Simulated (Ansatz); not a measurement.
This geometry of C2H7FGeOSi (13 atoms, charge 0, multiplicity 1) is a first-order saddle point.

Method: RKS PBE0-D4/def2-SVP (Ansatz).

```xyz
13
Properties=species:S:1:pos:R:3
O -1.874 -1.645 0.985
Si -0.509 -0.754 1.333
C -0.013 0.393 -0.069
Ge 1.623 0.171 -1.104
C -0.800 1.424 -0.386
F -1.943 1.677 0.248
H -1.854 -2.167 0.178
H 0.666 -1.643 1.594
H -0.845 0.017 2.558
H 2.395 -1.046 -0.571
H 1.290 -0.058 -2.592
H 2.510 1.425 -0.989
H -0.625 2.171 -1.172
```

Problem. Which two structures does it join? (They come from a converged band through this point; their orientation in space is the band's.)

Solution. No bond is made or broken. The dihedral Si2–C3–Ge4–H12 goes from 179 to -60°. The two ends are copies of one structure, up to a mirror image or an exchange of like atoms.

Image 0:

```xyz
13
Properties=species:S:1:pos:R:3
O -2.324 -1.292 0.266
Si -0.826 -1.005 0.934
C 0.093 0.397 0.091
Ge 1.712 0.077 -0.930
C -0.350 1.653 0.181
F -1.449 1.979 0.858
H -2.351 -1.448 -0.682
H 0.060 -2.208 0.818
H -1.081 -0.701 2.366
H 2.803 -0.527 -0.028
H 1.419 -0.916 -2.072
H 2.207 1.412 -1.521
H 0.109 2.544 -0.266
```

Image 10:

```xyz
13
Properties=species:S:1:pos:R:3
O -1.620 -1.660 1.330
Si -0.350 -0.588 1.447
C -0.071 0.392 -0.129
Ge 1.523 0.144 -1.208
C -0.969 1.290 -0.539
F -2.095 1.536 0.129
H -1.585 -2.292 0.606
H 0.938 -1.303 1.722
H -0.688 0.304 2.586
H 1.616 -1.323 -1.670
H 1.447 1.067 -2.439
H 2.780 0.479 -0.385
H -0.906 1.920 -1.436
```

Problem. How far does it lie above each of them?

Solution. 1.5 kcal/mol above the first and 1.5 kcal/mol above the second. This is the barrier of this one path; another mechanism may lie lower.

Time of the run: 3.7 min on 2 threads of Intel(R) Xeon(R) Platinum 8488C (Sapphire Rapids), on a shared host, peak memory 0.47 GiB.
